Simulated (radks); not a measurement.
Spherical quantum dot in the effective-mass picture: electrons in a well V = -V0 / (1 + exp((r - R)/a)) with V0 = 6.06, R = 6.56, a = 0.21, all in effective atomic units (hartree* = m*/eps^2 hartree, bohr* = eps/m* bohr), one dielectric constant everywhere. Calculated with a radial shooting solver with Libxc functionals: non-relativistic Kohn-Sham, LDA (Slater exchange, Perdew-Wang correlation), spin-polarised, spherical densities. Levels are named by radial order and angular momentum (1s, 1p, 1d, 2s, ...), and open shells are averaged over m. Results are scaled to m* = 0.226 and eps = 8.9, for which hartree* = 77.64 meV and bohr* = 2.084 nm. Each electron was tried in the lowest free levels, single moves between levels near the top were tried too, and the lowest total energy was kept; such a search can miss a lower state. The series stops at N = 29: beyond it a trial failed or the search could not be trusted, so later rows were left out. At N = 1 the Hartree and exchange-correlation terms need not cancel, so that row can carry a self-interaction error.

\begin{tabular}{lrrrrrr}
N & open shells & 2S & E (meV) & mu = E(N) - E(N-1) (meV) & addition energy mu(N+1) - mu(N) (meV) & rms radius (nm) \\ \hline
1 & 1s(up 1, down 0) & 1 & -461.248 & -461.25 & 17.49 & 7.358 \\
2 & none & 0 & -905.004 & -443.76 & 21.93 & 7.869 \\
3 & 1p(up 1, down 0) & 1 & -1326.83 & -421.82 & 14.25 & 8.409 \\
4 & 1p(up 2, down 0) & 2 & -1734.40 & -407.58 & 14.47 & 8.723 \\
5 & 1p(up 3, down 0) & 3 & -2127.51 & -393.11 & 17.64 & 8.946 \\
6 & 1p(up 3, down 1) & 2 & -2502.97 & -375.47 & 13.90 & 9.126 \\
7 & 1p(up 3, down 2) & 1 & -2864.53 & -361.56 & 14.06 & 9.273 \\
8 & none & 0 & -3212.03 & -347.50 & 22.63 & 9.397 \\
9 & 1d(up 1, down 0) & 1 & -3536.90 & -324.87 & 13.75 & 9.534 \\
10 & 1d(up 2, down 0) & 2 & -3848.02 & -311.11 & 13.78 & 9.649 \\
11 & 1d(up 3, down 0) & 3 & -4145.35 & -297.33 & 13.79 & 9.749 \\
12 & 1d(up 4, down 0) & 4 & -4428.89 & -283.54 & 13.79 & 9.837 \\
13 & 1d(up 5, down 0) & 5 & -4698.64 & -269.75 & 16.90 & 9.916 \\
14 & 1d(up 5, down 1) & 4 & -4951.49 & -252.85 & 13.49 & 9.988 \\
15 & 1d(up 5, down 2) & 3 & -5190.84 & -239.35 & 13.53 & 10.05 \\
16 & 1d(up 5, down 3) & 2 & -5416.67 & -225.83 & 13.54 & 10.11 \\
17 & 1d(up 5, down 4) & 1 & -5628.96 & -212.29 & 13.54 & 10.17 \\
18 & none & 0 & -5827.70 & -198.74 & 23.84 & 10.22 \\
19 & 1f(up 1, down 0) & 1 & -6002.61 & -174.91 & 13.36 & 10.28 \\
20 & 1f(up 2, down 0) & 2 & -6164.15 & -161.55 & 13.36 & 10.33 \\
21 & 1f(up 3, down 0) & 3 & -6312.34 & -148.19 & 13.36 & 10.38 \\
22 & 1f(up 4, down 0) & 4 & -6447.18 & -134.83 & 13.35 & 10.43 \\
23 & 1f(up 5, down 0) & 5 & -6568.66 & -121.48 & 13.34 & 10.47 \\
24 & 1f(up 6, down 0) & 6 & -6676.80 & -108.14 & 13.33 & 10.51 \\
25 & 1f(up 7, down 0) & 7 & -6771.61 & -94.809 & 16.36 & 10.55 \\
26 & 1f(up 7, down 1) & 6 & -6850.05 & -78.444 & 13.17 & 10.58 \\
27 & 1f(up 7, down 2) & 5 & -6915.33 & -65.277 & 13.17 & 10.62 \\
28 & 1f(up 7, down 3) & 4 & -6967.43 & -52.105 & 13.17 & 10.65 \\
29 & 1f(up 7, down 4) & 3 & -7006.37 & -38.933 & - & 10.69 \\
\end{tabular}

All shells are closed at N = 2, 8, 18 (there: 1s2 1p6 1d10); the second difference of the energy has clear peaks (12 % above both neighbours; the first and last values, which can be the largest, are not judged, and half-filled shells can peak too) at N = 2, 5, 8, 13, 18, 25.
